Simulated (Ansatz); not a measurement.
A run on `[NH][SiH](N)O` radical with other settings.

```yaml
crystal:
  periodic: [false, false, false]
  atoms:
    - {symbol: N, position_ang: [-1.614169, 0.228241, 0.110610]}
    - {symbol: Si, position_ang: [0.115210, 0.414793, -0.020858]}
    - {symbol: N, position_ang: [0.592216, -1.021426, -0.792257]}
    - {symbol: O, position_ang: [0.647313, 0.694864, 1.509159]}
    - {symbol: H, position_ang: [-2.191559, 0.974233, -0.275520]}
    - {symbol: H, position_ang: [0.672276, 1.552179, -0.788174]}
    - {symbol: H, position_ang: [1.451877, -1.118508, -1.303481]}
    - {symbol: H, position_ang: [0.111465, -1.894162, -0.655614]}
    - {symbol: H, position_ang: [0.303971, 0.123486, 2.198936]}
basis:
  gaussian: {orbitals: def2-mTZVP, final_grid: {core_spheres: 20, valence_spheres: 16, degree: 47}}
magnetization: {spin_polarized: false, initial_magnetization: 1}
hamiltonian: {xc: {name: B3LYP5}}
output: {forces: true}
```

```sh
$ ansatz run in.yaml --threads 2 --pin off --events-out ev --progress --plain --max-ram 32768MiB --backend cpu
```

Shortened log:

```
Functional definition: B3LYP5
  name "B3LYP5"
  cite "Stephens, Devlin, Chabalowski & Frisch, J. Phys. Chem. 98, 11623 (1994) doi:10.1021/j100096a001"
  cite "Becke, Phys. Rev. A 38, 3098 (1988) doi:10.1103/PhysRevA.38.3098"
  cite "Lee, Yang & Parr, Phys. Rev. B 37, 785 (1988) doi:10.1103/PhysRevB.37.785"
  cite "Vosko, Wilk & Nusair, Can. J. Phys. 58, 1200 (1980) doi:10.1139/p80-159"
  parameter a0 = 0.2
  parameter ax = 0.72
  parameter ac = 0.81
  exchange = (1 - a0 - ax)*slater_x + ax*b88_x + a0*exact_x
  correlation = (1 - ac)*vwn5_c + ac*lyp_c
871 factors; their error is unknown
mean field evaluation 1: about -12971.8712 eV, gradient 8.7e1 eV
mean field evaluation 2: about -12952.8565 eV, gradient 1.3e2 eV
mean field evaluation 4: about -12984.5904 eV, gradient 1.3e1 eV
mean field evaluation 8: about -12985.0923 eV, gradient 4.8e-2 eV
mean field evaluation 16: about -12985.1464 eV, gradient 7.1e-5 eV
mean field -12985.14641114 eV, -477.1953289612 hartree, gradient 7.1e-5 eV, S^2 0.750000; 2 other end points of the search recorded, 0 dependent functions left out
the calculation of the forces begins
reference -12985.14665202 eV, -477.1953378131 hartree; 21, 20 occupied and 78, 79 virtual orbitals, 871 factors
Total energy: -12985.14665202 eV, -477.1953378131 hartree
Atom 0 at    -1.614169     0.228241     0.110610 Å, force    -0.145035    -0.098977     0.038669 eV/Å
Atom 1 at     0.115210     0.414793    -0.020858 Å, force     0.024865     0.306465    -0.290984 eV/Å
Atom 2 at     0.592216    -1.021426    -0.792257 Å, force     0.035859    -0.096907    -0.094232 eV/Å
Atom 3 at     0.647313     0.694864     1.509159 Å, force     0.262935     0.272550     0.180517 eV/Å
Atom 4 at    -2.191559     0.974233    -0.275520 Å, force    -0.155939     0.103743    -0.043197 eV/Å
Atom 5 at     0.672276     1.552179    -0.788174 Å, force    -0.012127    -0.043901     0.029522 eV/Å
Atom 6 at     1.451877    -1.118508    -1.303481 Å, force     0.165119    -0.063640    -0.115318 eV/Å
Atom 7 at     0.111465    -1.894162    -0.655614 Å, force    -0.069412    -0.190562     0.004656 eV/Å
Atom 8 at     0.303971     0.123486     2.198936 Å, force    -0.106266    -0.188771     0.290366 eV/Å
Dipole moment:     0.040891    -0.197037    -0.155358 e Å
```

Hardware: 2 threads of a server CPU on a shared host. Wall time 8 s, peak host memory 0.4 GiB.
